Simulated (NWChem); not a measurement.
System: CH5BOS; SMILES COBS

```xyz
9

B     -0.9374    -0.0610     0.0007
H     -2.1161    -0.3193     0.0002
O     -0.5848     1.2352     0.0017
C      0.7309     1.7255     0.0023
H      0.8866     2.3463    -0.8931
H      0.8817     2.3558     0.8919
H      1.4837     0.9197     0.0088
S      0.2968    -1.4004     0.0001
H     -0.6109    -2.3965     0.0010
```
Atoms are numbered in this order, from 1.

This is a stationary point of PBE0/def2-SVP (NWChem), point group Cs. 

### Question
Is it a minimum? If not, what does it relax to?

### Answer
No. It has an imaginary frequency of 88i cm⁻¹. Following that mode (on a finer grid) lowers the energy by 0.4 kcal/mol and ends, with real frequencies alone, at point group Cs:
```xyz
9

B     -0.9534    -0.0585    -0.0940
H     -2.1125    -0.3481    -0.2594
O     -0.5977     1.2310    -0.2322
C      0.7203     1.6921    -0.0648
H      0.7310     2.7775    -0.2338
H      1.0891     1.4880     0.9546
H      1.4058     1.2141    -0.7849
S      0.2767    -1.3290     0.3298
H     -0.5950    -2.3570     0.3329
```
